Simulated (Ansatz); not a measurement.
Stretching the Pb1–Cl3 bond in ClHPb (SMILES [Cl][PbH]) (multiplicity 1 held, fragments rigid). Energies count from the point at 2.493 Å.
Geometry at that point (charge 0, multiplicity 1):
```xyz
3

Pb    -0.21816    -0.21253     0.29360
H     -1.37766    -0.88692    -0.99886
Cl     1.13335     1.07734    -1.35741
```

Signs of static correlation in def2-TZVPP, from Ansatz (an electronic-structure program) runs.

| R (Å) | T1 of restricted CCSD | ⟨S²⟩ of UHF | largest double amplitude of restricted CCSD |
|---|---|---|---|
| 1.995 | 0.010 | 0.000 | 0.043 |
| 2.244 | 0.011 | 0.000 | 0.041 |
| 2.493 | 0.013 | 0.000 | 0.045 |
| 2.743 | 0.015 | 0.000 | 0.045 |
| 2.992 | 0.017 | 0.000 | 0.048 |
| 3.366 | 0.022 | 0.000 | 0.068 |
| 3.740 | ? | 0.000 | 0.091 |
| 4.363 | 0.054 | 0.960 | ? |
| 4.986 | 0.104 | 1.009 | 0.246 |
| 5.734 | 0.094 | 1.020 | 0.083 |
| 6.732 | 0.071 | 1.020 | 0.084 |
| 7.978 | 0.366 | 1.020 | 1.960 |

Q: What belongs in the gaps?

A: 
- 3.740, T1 of restricted CCSD: 0.031
- 4.363, largest double amplitude of restricted CCSD: 0.127

Doubts at one or more of the structures used: T1 above 0.05 (R-CCSD(T)/def2-TZVPP, U-CCSD(T)/def2-TZVPP); a restricted determinant that unrestricted orbitals would lower (R-CCSD(T)/def2-TZVPP); other coupled-cluster roots lie near (R-CCSD(T)/def2-TZVPP); a spin-contaminated determinant (U-CCSD(T)/def2-TZVPP); the program's own flag: other amplitudes (U-CCSD(T)/def2-TZVPP).
